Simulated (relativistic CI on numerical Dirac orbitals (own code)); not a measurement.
# W XXXVI: q coefficients and field-shift factors

Computed by Dirac-Coulomb-Breit CI, orbitals from a KLI potential per configuration, derivatives by finite differences, unscaled Slater integrals, QED left out (own radial code, finite nucleus).

Configuration list (outside the closed core [Ar] 3d10): 4s²4p⁶4d³, 4s²4p⁶4d²4f, 4s²4p⁵4d⁴, 4s²4p⁶4d4f², 4s4p⁶4d⁴, 4p⁶4d⁵, 4s²4p⁶4d²5s, 4s²4p⁶4d4f5s. Levels of other configurations are missing.

With x = (α/α₀)² − 1 an excitation energy changes as ω = ω₀ + qx; K = 2q/ω₀ is the relative enhancement. Terms are leading LS components, so labels can repeat. The field-shift factor is F = δν/δ⟨r²⟩ for the transition from the lowest level.

Lowest level 4s²4p⁶4d³ ⁴F3/2.

```
           Level  ω₀ (cm⁻¹)  q (cm⁻¹)     K  F (GHz/fm²)
 4s²4p⁶4d³ ⁴F5/2     120390    145900  2.42         4.06
 4s²4p⁶4d³ ⁴P3/2     140505    140800     2         3.64
 4s²4p⁶4d³ ²G7/2     153451    151600  1.98         4.22
 4s²4p⁶4d³ ⁴P1/2     156637    143900  1.84         3.48
 4s²4p⁶4d³ ²G9/2     158111    144800  1.83          4.4
 4s²4p⁶4d³ ⁴P5/2     222495    164100  1.47         4.21
 4s²4p⁶4d³ ⁴F7/2     271599    286900  2.11         7.94
 4s²4p⁶4d³ ⁴F9/2     286607    293100  2.05         8.48
 4s²4p⁶4d³ ⁴P3/2     297805    291300  1.96         7.36
 4s²4p⁶4d³ ²P1/2     307526    292300   1.9         7.65
 4s²4p⁶4d³ ²D5/2     316317    278400  1.76         6.67
4s²4p⁶4d³ ²H11/2     320641    291100  1.82         8.85
 4s²4p⁶4d³ ²D5/2     338318    298100  1.76         7.39
```

At this charge energies of transitions that change n are usually good to better than 1 %, and those within a shell (Δn = 0) to a few per cent. Terms inside the open d or f shell come out 10 to 20 % too wide with unscaled integrals.
